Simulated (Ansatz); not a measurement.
```
atom    x (Å)    y (Å)    z (Å)
   C   0.0000  -0.4905  -0.1288
   C   0.0000  -0.5047   1.3118
   C   0.0000   0.8306  -1.0531
   H   0.0000  -1.5278  -0.7034
   H   0.0000  -1.5171   1.9192
   H   0.0000   0.4980   1.9395
   H   0.0000   1.8242  -0.4015
   H   0.9536   0.8550  -1.7668
   H  -0.9536   0.8550  -1.7668
```

Basis set: 6-31G* (spherical functions). Frozen core: 3 orbitals. Charge 0, multiplicity 1.

Computed with Ansatz (development build ahead of 0.2.0); each method stands on the lowest determinant of its kind that the runs found. Restricted open shells among the atoms or ions are ROHF, correlated in semicanonical orbitals with singles.

Task: Give the atomization energy at this shape (free ground-state atoms in the same class of orbitals less the molecule, no zero-point energy) of singlet C3H6 by RHF-MP2, RHF.

Result:

```
 method  atomization energy
RHF-MP2       3205.0 kJ/mol
    RHF       2594.0 kJ/mol
```

Caution: no unrestricted run beside it, a lower state can exist; the shape is not the minimum.
